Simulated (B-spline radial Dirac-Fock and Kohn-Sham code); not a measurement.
## Core-level shifts of cobalt with charge state

Calculated with a radial atomic solver, using ΔSCF Dirac-Fock with Breit, self-energy and vacuum polarisation, finite nucleus, configuration average. Each ion is free and in its tabulated ground configuration. No correlation.

Reference: Co¹⁹⁺, [He] 2s2 2p4, with K (1s) 8642.8 eV. Shifts from it, in eV (a dash: the subshell is empty, belongs to an open shell averaged over j, or its hole state is left out as unreliable):

```
  ion  configuration  K (1s)
Co²⁰⁺   [He] 2s2 2p3  +147.4
Co²¹⁺   [He] 2s2 2p2  +299.2
Co²²⁺   [He] 2s2 2p1  +455.2
Co²³⁺       [He] 2s2  +615.5
Co²⁴⁺       [He] 2s1       –
Co²⁵⁺            1s2  +899.9
Co²⁶⁺            1s1       ?
```

Q: Give the missing shifts for Co²⁶⁺.

A: K (1s) +1369.4 (eV).
